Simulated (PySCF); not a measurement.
## Bond curve of PmSi

Set-up: basis Pm x2c-SVPall, Si x2c-SVPall; spin-free X2C with a Gaussian nucleus; PySCF 2.14. Energies in eV from Pm (4f5 6s2) + Si in their ground configurations at the same level. State: Ms = 3.5 determinant of mixed spin, about 5.0 electrons in the 4f shell (Mulliken), real f orbitals that mix terms.

All columns are PBE0. A positive dipole means Pm(−)Si(+).

```json
{"R (Å)": "2.475", "E (eV)": "-1.194", "μ (D)": "-3.41", "Mulliken charge on Pm (basis-dependent)": "0.20", "HOMO (eV)": "-3.72", "LUMO (eV)": "-2.19", "Mayer bond order": "1.94", "⟨S²⟩": "16.01"}
{"R (Å)": "2.590", "E (eV)": "-1.502", "μ (D)": "-3.76", "Mulliken charge on Pm (basis-dependent)": "0.23", "HOMO (eV)": "-3.78", "LUMO (eV)": "-2.03", "Mayer bond order": "1.81", "⟨S²⟩": "16.09"}
{"R (Å)": "2.705", "E (eV)": "-1.671", "μ (D)": "-4.10", "Mulliken charge on Pm (basis-dependent)": "0.25", "HOMO (eV)": "-3.84", "LUMO (eV)": "-2.07", "Mayer bond order": "1.70", "⟨S²⟩": "16.15"}
{"R (Å)": "2.792", "E (eV)": "-1.730", "μ (D)": "-4.34", "Mulliken charge on Pm (basis-dependent)": "0.27", "HOMO (eV)": "-3.88", "LUMO (eV)": "-2.11", "Mayer bond order": "1.62", "⟨S²⟩": "16.19"}
{"R (Å)": "2.878", "E (eV)": "-1.745", "μ (D)": "-4.57", "Mulliken charge on Pm (basis-dependent)": "0.28", "HOMO (eV)": "-3.93", "LUMO (eV)": "-2.14", "Mayer bond order": "1.54", "⟨S²⟩": "16.23"}
{"R (Å)": "2.964", "E (eV)": "-1.727", "μ (D)": "-4.80", "Mulliken charge on Pm (basis-dependent)": "0.29", "HOMO (eV)": "-3.98", "LUMO (eV)": "-2.18", "Mayer bond order": "1.47", "⟨S²⟩": "16.26"}
{"R (Å)": "3.079", "E (eV)": "-1.664", "μ (D)": "-5.09", "Mulliken charge on Pm (basis-dependent)": "0.31", "HOMO (eV)": "-4.05", "LUMO (eV)": "-2.24", "Mayer bond order": "1.39", "⟨S²⟩": "16.28"}
{"R (Å)": "3.223", "E (eV)": "-1.543", "μ (D)": "-5.43", "Mulliken charge on Pm (basis-dependent)": "0.32", "HOMO (eV)": "-4.13", "LUMO (eV)": "-2.31", "Mayer bond order": "1.29", "⟨S²⟩": "16.30"}
{"R (Å)": "3.396", "E (eV)": "-1.365", "μ (D)": "-5.81", "Mulliken charge on Pm (basis-dependent)": "0.33", "HOMO (eV)": "-4.23", "LUMO (eV)": "-2.40", "Mayer bond order": "1.19", "⟨S²⟩": "16.31"}
{"R (Å)": "3.626", "E (eV)": "-1.109", "μ (D)": "-6.21", "Mulliken charge on Pm (basis-dependent)": "0.32", "HOMO (eV)": "-4.33", "LUMO (eV)": "-2.51", "Mayer bond order": "1.07", "⟨S²⟩": "16.28"}
```

A fit through these points gives, at Re = 2.870 Å, μ = -4.55 D and dμ/dR = -2.68 D/Å; the reduced mass is 23.45 u.

**Question.** How strong is the fundamental in the double-harmonic approximation, I = 42.26·(dμ/dR)²/μred km/mol?

**Answer.** I = 42.26·(-2.68)²/23.45 = 12.9 km/mol at PBE0.

⟨S²⟩ of the unrestricted solution departs from its pure value on part of the curve, where spin states mix. These are scalar-relativistic numbers at best; spin–orbit coupling would shift them, the dissociation energy most. With d or f electrons several states lie close, and the lowest PBE0 determinant need not be the measured ground state.
